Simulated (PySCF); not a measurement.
Compound: Ti(vinyl)4, C8H12Ti (singlet state).
Geometry (PBE0-D3(BJ)/def2-SVP, Å), atoms numbered from 1 in this order:
```xyz
21
C8H12Ti angstrom
Ti    -0.018   -0.002   -0.012
C     -0.006    0.275    2.014
C      0.490   -0.856    2.533
H     -0.382    1.067    2.675
H      0.871   -1.666    1.887
H      0.559   -1.069    3.610
C      1.897   -0.317   -0.655
C      2.538    0.828   -0.387
H      2.407   -1.129   -1.187
H      2.038    1.651    0.152
H      3.580    1.042   -0.665
C     -0.793    1.652   -0.926
C     -1.997    1.789   -0.355
H     -0.424    2.403   -1.635
H     -2.383    1.039    0.358
H     -2.687    2.626   -0.537
C     -1.177   -1.623   -0.442
C     -1.034   -1.752   -1.768
H     -1.746   -2.362    0.136
H     -0.466   -1.011   -2.358
H     -1.455   -2.572   -2.368
```

Computed with PySCF 2.14.0, delta-SCF UKS SCAN, pcX-2 on the ionised atom (unc-x2c-TZVPall on a metal), pcseg-1 elsewhere, spin-free X2C. Every row has its own mixed basis.

| ionised atom | basis functions | E(ground) (Eh) | E(ionised) (Eh) |
| --- | --- | --- | --- |
| C2 | 234 | -1164.99711 | -1154.37601 |
| C3 | 234 | -1164.99612 | -1154.33762 |

Task: Turn these total energies into binding energies.

Result: E(ionised) − E(ground), at 27.2114 eV a hartree:

```tsv
atom	environment	difference (Eh)	binding energy (eV)
C2	carbon bonded to C, Ti and H	10.62110	289.01
C3	carbon bonded to C and 2 H	10.65850	290.03
```

Only 1s holes are shown. Topologically equivalent atoms share the value of their first member; where this conformer doesn't relate them by symmetry, their own values could differ. Geometry: PBE0-D3(BJ)/def2-SVP; no solvent, vibrations or thermal averaging. Metal 2p energies of this one-determinant scheme are less reliable than its 1s energies.
